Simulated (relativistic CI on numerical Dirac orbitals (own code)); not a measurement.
**Line list: Electric-dipole lines, Pb XXV**

These numbers are calculated, not measured: Dirac-Coulomb-Breit CI, separate exchange-only KLI orbitals for each configuration, QED by a radiative potential, unscaled Slater integrals (own radial code, finite nucleus).

Configurations in the expansion (outside the closed core [Ar] 3d10): 4s2.4p6.4d10.4f12, 4s2.4p6.4d10.4f11.5s, 4s2.4p6.4d10.4f10.5s2, 4s2.4p6.4d10.4f11.5p, 4s2.4p6.4d10.4f10.5s.5p, 4s2.4p6.4d9.4f13, 4s2.4p6.4d8.4f14, 4s2.4p5.4d10.4f13, 4s2.4p6.4d9.4f12.5s, 4s2.4p6.4d10.4f11.5f, 4s2.4p6.4d10.4f11.6s, 4s2.4p6.4d10.4f11.6p, 4s.4p6.4d10.4f13, 4s2.4p4.4d10.4f14, 4s2.4p5.4d9.4f14, 4p6.4d10.4f14. Levels of other configurations are missing.

```csv
λ vac (Å),Lower,Upper,A (s⁻¹),E lower (cm⁻¹),E upper (cm⁻¹)
141.46,4s2.4p6.4d10.4f11.5s 5I°_8 [14],4s2.4p6.4d10.4f11.5p 3I_7 [191],2.64e+10,524515,1231413
141.71,4s2.4p6.4d10.4f11.5s 5I°_8 [14],4s2.4p6.4d10.4f11.5p 5I_8 [189],8.11e+10,524515,1230176
143.64,4s2.4p6.4d10.4f11.5s 5I°_8 [14],4s2.4p6.4d10.4f11.5p 5K_9 [187],1.31e+11,524515,1220677
143.88,4s2.4p6.4d10.4f11.5s 3I°_7 [15],4s2.4p6.4d10.4f11.5p 3H_6 [192],1.06e+11,538397,1233397
144.30,4s2.4p6.4d10.4f11.5s 3I°_7 [15],4s2.4p6.4d10.4f11.5p 3I_7 [191],8.34e+10,538397,1231413
144.55,4s2.4p6.4d10.4f11.5s 3I°_7 [15],4s2.4p6.4d10.4f11.5p 5I_8 [189],4.68e+10,538397,1230176
241.44,4s2.4p6.4d10.4f11.5s 5I°_8 [14],4s2.4p6.4d10.4f11.5p 3K_8 [97],9.93e+09,524515,938688
243.00,4s2.4p6.4d10.4f11.5s 5I°_6 [17],4s2.4p6.4d10.4f11.5p 5K_7 [103],4.05e+09,562684,974200
244.76,4s2.4p6.4d10.4f11.5s 5F°_5 [16],4s2.4p6.4d10.4f11.5p 3G_5 [100],8.52e+09,559078,967638
245.19,4s2.4p6.4d10.4f11.5s 3I°_7 [65],4s2.4p6.4d10.4f11.5p 3H_6 [151],1.75e+10,670764,1078619
245.42,4s2.4p6.4d10.4f11.5s 5I°_6 [17],4s2.4p6.4d10.4f11.5p 5H_6 [101],5.04e+09,562684,970144
245.43,4s2.4p6.4d10.4f11.5s 3K°_8 [32],4s2.4p6.4d10.4f11.5p 3L_8 [119],8.68e+09,611882,1019324
245.53,4s2.4p6.4d10.4f11.5s 5G°_6 [27],4s2.4p6.4d10.4f11.5p 5K_6 [111],8.74e+09,599283,1006571
245.56,4s2.4p6.4d10.4f11.5s 3H°_6 [39],4s2.4p6.4d10.4f11.5p 3G_5 [123],1.08e+10,625009,1032248
245.99,4s2.4p6.4d10.4f11.5s 3H°_6 [39],4s2.4p6.4d10.4f11.5p 3H_6 [122],8.98e+09,625009,1031537
246.03,4s2.4p6.4d10.4f11.5s 3L°_9 [54],4s2.4p6.4d10.4f11.5p 3M_9 [140],8.08e+09,648039,1054492
246.12,4s2.4p6.4d10.4f11.5s 5I°_7 [19],4s2.4p6.4d10.4f11.5p 5K_7 [103],8.44e+09,567901,974200
246.27,4s2.4p6.4d10.4f11.5s 1L°_8 [76],4s2.4p6.4d10.4f11.5p 1K_7 [156],1.68e+10,689400,1095463
246.83,4s2.4p6.4d10.4f11.5s 5I°_4 [24],4s2.4p6.4d10.4f11.5p 5K_5 [107],9.64e+09,591228,996360
246.95,4s2.4p6.4d10.4f11.5s 3L°_9 [54],4s2.4p6.4d10.4f11.5p 3K_8 [138],1.77e+10,648039,1052980
246.96,4s2.4p6.4d10.4f11.5s 5I°_8 [14],4s2.4p6.4d10.4f11.5p 5H_7 [96],1.73e+10,524515,929442
247.11,4s2.4p6.4d10.4f11.5s 3K°_8 [32],4s2.4p6.4d10.4f11.5p 3I_7 [116],1.71e+10,611882,1016555
247.35,4s2.4p6.4d10.4f11.5s 5I°_6 [17],4s2.4p6.4d10.4f11.5p 3G_5 [99],1.22e+10,562684,966977
247.64,4s2.4p6.4d10.4f11.5s 3K°_6 [45],4s2.4p6.4d10.4f11.5p 3L_7 [126],1.57e+10,635470,1039276
247.64,4s2.4p6.4d10.4f11.5s 5I°_5 [20],4s2.4p6.4d10.4f11.5p 3I_6 [102],1.15e+10,569634,973439
247.67,4s2.4p6.4d10.4f11.5s 3L°_7 [73],4s2.4p6.4d10.4f11.5p 3M_8 [155],1.70e+10,685459,1089224
247.84,4s2.4p6.4d10.4f11.5s 3I°_5 [57],4s2.4p6.4d10.4f11.5p 3K_6 [139],1.40e+10,649732,1053224
248.02,4s2.4p6.4d10.4f11.5s 5G°_6 [27],4s2.4p6.4d10.4f11.5p 5F_5 [109],1.21e+10,599283,1002475
248.06,4s2.4p6.4d10.4f11.5s 3H°_6 [56],4s2.4p6.4d10.4f11.5p 3H_5 [136],1.59e+10,649110,1052233
248.08,4s2.4p6.4d10.4f11.5s 3I°_7 [47],4s2.4p6.4d10.4f11.5p 3I_6 [128],1.50e+10,637290,1040380
248.15,4s2.4p6.4d10.4f11.5s 5I°_5 [30],4s2.4p6.4d10.4f11.5p 5K_6 [111],1.23e+10,603584,1006571
248.18,4s2.4p6.4d10.4f11.5s 5F°_5 [16],4s2.4p6.4d10.4f11.5p 3F_4 [98],1.64e+10,559078,962005
248.24,4s2.4p6.4d10.4f11.5s 5G°_5 [36],4s2.4p6.4d10.4f11.5p 5F_4 [118],1.30e+10,615624,1018467
248.45,4s2.4p6.4d10.4f11.5s 3K°_7 [37],4s2.4p6.4d10.4f11.5p 3L_8 [119],1.57e+10,616829,1019324
248.61,4s2.4p6.4d10.4f11.5s 5I°_7 [19],4s2.4p6.4d10.4f11.5p 5H_6 [101],1.25e+10,567901,970144
248.77,4s2.4p6.4d10.4f11.5s 3I°_7 [47],4s2.4p6.4d10.4f11.5p 3L_7 [126],8.24e+09,637290,1039276
248.85,4s2.4p6.4d10.4f11.5s 5F°_5 [25],4s2.4p6.4d10.4f11.5p 5K_5 [107],8.06e+09,594509,996360
248.89,4s2.4p6.4d10.4f11.5s 3H°_4 [18],4s2.4p6.4d10.4f11.5p 3G_5 [100],1.27e+10,565856,967638
249.17,4s2.4p6.4d10.4f11.5s 5F°_5 [25],4s2.4p6.4d10.4f11.5p 3H_4 [106],1.28e+10,594509,995837
249.33,4s2.4p6.4d10.4f11.5s 3L°_8 [58],4s2.4p6.4d10.4f11.5p 3M_9 [140],1.65e+10,653417,1054492
249.52,4s2.4p6.4d10.4f11.5s 3I°_6 [21],4s2.4p6.4d10.4f11.5p 5K_7 [103],1.03e+10,573430,974200
249.55,4s2.4p6.4d10.4f11.5s 1I°_6 [68],4s2.4p6.4d10.4f11.5p 3K_7 [147],1.44e+10,673323,1074049
249.82,4s2.4p6.4d10.4f11.5s 3I°_7 [15],4s2.4p6.4d10.4f11.5p 3K_8 [97],1.41e+10,538397,938688
250.51,4s2.4p6.4d10.4f11.5s 3G°_5 [41],4s2.4p6.4d10.4f11.5p 3H_6 [122],1.26e+10,632352,1031537
255.73,4s2.4p6.4d10.4f11.5s 3I°_7 [15],4s2.4p6.4d10.4f11.5p 5H_7 [96],5.26e+09,538397,929442
```

Terms are leading LS components. Brackets give the number of a level in order of energy, since labels repeat. The list gives strong lines, with weight on those to low levels, without lines whose two gauges differ by over a factor of 2.5, among the lowest 200 of 2771 levels, so that lines to higher ones, which can be the strongest, are missing. Levels whose partners in the same complex of configurations lie outside the list can be far off, and so can their lines. Rates are taken at the computed energies, electric ones in the length gauge.

At this charge transitions that keep the count of f electrons are usually good to a few per cent. Terms inside the open d or f shell come out 10 to 20 % too wide with unscaled integrals. Levels that differ in their count of f electrons can be misplaced by several ten thousand cm⁻¹, since the correlation energy of f electrons is missing or only estimated; rates across such gaps can be off by orders of magnitude.

LS names give the leading component of a level, which can be under half, so a name can repeat, a term be missing and a line seem to break the LS rules.
